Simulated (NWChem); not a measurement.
System: Br, doublet

Here is an NWChem input.

```
start job
memory heap 200 mb stack 900 mb global 1100 mb
geometry units angstroms noautoz
  Br     0.000000     0.000000     0.000000
end
basis spherical
  Br library def2-svpd
end
dft
  odft
  mult 2
  xc xtpss03 ctpss03
  iterations 150
  mulliken
end
task dft energy
```

NWChem printed, in part:

```
             Northwest Computational Chemistry Package (NWChem) 7.3.0
             --------------------------------------------------------

                             Geometry "geometry" -> ""
                             -------------------------

 Output coordinates in angstroms (scale by  1.889725989 to convert to a.u.)

  No.       Tag          Charge          X              Y              Z
 ---- ---------------- ---------- -------------- -------------- --------------
    1 Br                  35.0000     0.00000000     0.00000000     0.00000000

 Effective nuclear repulsion energy (a.u.)       0.0000000000

                                 NWChem DFT Module
                                 -----------------

 Summary of "ao basis" -> "ao basis" (spherical)
 ------------------------------------------------------------------------------
       Tag                 Description            Shells   Functions and Types
 ---------------- ------------------------------  ------  ---------------------
 Br                        def2-svpd                15       41   6s5p4d

            General Information
            -------------------
          SCF calculation type: DFT
          Wavefunction type:  spin polarized.
          No. of atoms     :     1
          No. of electrons :    35
           Alpha electrons :    18
            Beta electrons :    17
          Charge           :     0
          Spin multiplicity:     2
          Use of symmetry is: off; symmetry adaption is: off
          Maximum number of iterations: 150
          AO basis - number of functions:    41
                     number of shells:    15
          Convergence on energy requested:  1.00D-06
          Convergence on density requested:  1.00D-05
          Convergence on gradient requested:  5.00D-04

              XC Information
              --------------
                  TPSS metaGGA Exchange Functional  1.000
             TPSS03 metaGGA Correlation Functional  1.000

             Grid Information
             ----------------
          Grid used for XC integration:  medium
          Radial quadrature: Mura-Knowles
          Angular quadrature: Lebedev.
          Tag              B.-S. Rad. Rad. Pts. Rad. Cut. Ang. Pts.
          ---              ---------- --------- --------- ---------
          Br                  1.15      112           8.0       590
          Grid pruning is: on
          Number of quadrature shells:   112
          Spatial weights used:  Erf1

      Superposition of Atomic Density Guess
      -------------------------------------

 Sum of atomic energies:       -2572.08829021

      Non-variational initial energy
      ------------------------------

 Total energy =   -2571.909803
 1-e energy   =   -3581.294303
 2-e energy   =    1009.384500
 HOMO         =      -0.390304
 LUMO         =       0.104588

     ---------------------------------------------
      Total Density - Mulliken Population Analysis
     ---------------------------------------------

    Atom       Charge   Shell Charges
 -----------   ------   -------------------------------------------------------
    1 Br  35    35.00   2.00  2.00  2.00  1.41  0.58  0.01  6.00  5.99  2.15  2.74  0.13  8.23  1.73  0.04  0.00

     --------------------------------------------
      Spin Density - Mulliken Population Analysis
     --------------------------------------------

    Atom       Charge   Shell Charges
 -----------   ------   -------------------------------------------------------
    1 Br  35     1.00   0.00  0.00  0.00  0.00  0.00  0.00  0.00  0.00  0.42  0.55  0.03  0.00  0.00  0.00  0.00

   convergence    iter        energy       DeltaE   RMS-Dens  Diis-err
 ---------------- ----- ----------------- --------- --------- ---------
 d= 0,ls=0.0,diis     1  -2573.7001939605 -2.57D+03  4.29D-03  4.84D-02
                                                     3.68D-03  3.86D-02
 d= 0,ls=0.5,diis     2  -2573.7096413416 -9.45D-03  4.95D-04  6.96D-03
                                                     5.47D-04  7.39D-03
 d= 0,ls=0.5,diis     3  -2573.7107455953 -1.10D-03  3.35D-04  1.62D-04
                                                     3.77D-04  1.64D-04
 d= 0,ls=0.5,diis     4  -2573.7108475890 -1.02D-04  1.12D-04  1.81D-05
                                                     9.88D-05  1.97D-05
 d= 0,ls=0.5,diis     5  -2573.7108585994 -1.10D-05  5.74D-05  1.61D-06
                                                     5.05D-05  1.76D-06
  Resetting Diis
 d= 0,ls=0.5,diis     6  -2573.7108612777 -2.68D-06  2.64D-05  4.19D-07
                                                     2.65D-05  5.71D-07
 d= 0,ls=0.5,diis     7  -2573.7108621057 -8.28D-07  1.24D-05  1.44D-07
                                                     1.51D-05  2.11D-07
 d= 0,ls=0.5,diis     8  -2573.7108624076 -3.02D-07  8.68D-06  5.01D-08
                                                     9.85D-06  6.82D-08

         Total DFT energy =    -2573.710862490847
      One electron energy =    -3580.233615319173
           Coulomb energy =     1097.693506036523
    Exchange-Corr. energy =      -91.170753208197
 Nuclear repulsion energy =        0.000000000000

 Numeric. integr. density =       35.000000000493

                    DFT Final Alpha Molecular Orbital Analysis
                    ------------------------------------------

 Vector   16  Occ=1.000000D+00  E=-3.424079D-01
              MO Center= -4.6D-15, -1.8D-14, -9.0D-16, r^2= 1.4D+00
   Bfn.  Coefficient  Atom+Function         Bfn.  Coefficient  Atom+Function
  ----- ------------  ---------------      ----- ------------  ---------------
    13      0.526155  1 Br px                16      0.509621  1 Br px
    10     -0.337854  1 Br px                15     -0.251347  1 Br pz
    18     -0.243448  1 Br pz                12      0.161394  1 Br pz
     7      0.109688  1 Br px                 9     -0.052399  1 Br pz
    19      0.025013  1 Br px

[...]
```

Level: TPSS/def2-SVPD, spin-unrestricted. The open p shell is one determinant without spherical averaging. No stability test was run on the SCF state.
